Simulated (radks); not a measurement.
Results of a calculation; reference values are marked as such.
All-electron atom: I14+ in [Ar] 3d10 4s2 4p5 4d3 4f1 (not the ground configuration).

Level of theory: Dirac Kohn-Sham, PBE, spin-unpolarised, spherical densities, finite nucleus; open shells fill j = l - 1/2 first; Fermi nuclear charge, rms radius 4.75 fm (a radial shooting solver on a logarithmic mesh with Libxc functionals).

Energy parts (hartree):
total: -7042.77456
kinetic: 7469.95853
electron-nucleus: -16665.09392
Hartree: 2322.45620
exchange-correlation: -170.09537

Orbitals (lengths in bohr, moments of r in powers of bohr; <r^-3> diverges for s and p1/2):
orbital  occ.  eigenvalue (hartree)  <r^-3>
1s1/2       2             -1223.202       -
2s1/2       2             -198.9953       -
2p1/2       2             -187.4813       -
2p3/2       4             -176.4933    5235
3s1/2       2             -49.17840       -
3p1/2       2             -44.42531       -
3p3/2       4             -42.33425    1018
3d3/2       4             -33.99738   163.7
3d5/2       6             -33.55427   151.4
4s1/2       2             -17.00833       -
4p1/2       2             -15.25828       -
4p3/2       3             -14.77588   237.2
4d3/2       3             -11.87080   33.74
4d5/2       0             -11.78032   31.18
4f5/2       1              -8.47409   5.080
4f7/2       0              -8.46070   5.011

The highest occupied level is 4f5/2 at -230.59 eV. The configuration is held as typed, so some empty levels lie below it. The electron density at the nucleus is 2.491e+05 e/bohr^3. Summed over all electrons, <r^2> = 8.957 bohr^2, which gives a Langevin (diamagnetic) susceptibility term of -7.09 x 10^-6 cm^3/mol. The density falls to 0.001 e/bohr^3 at r = 1.93 bohr.
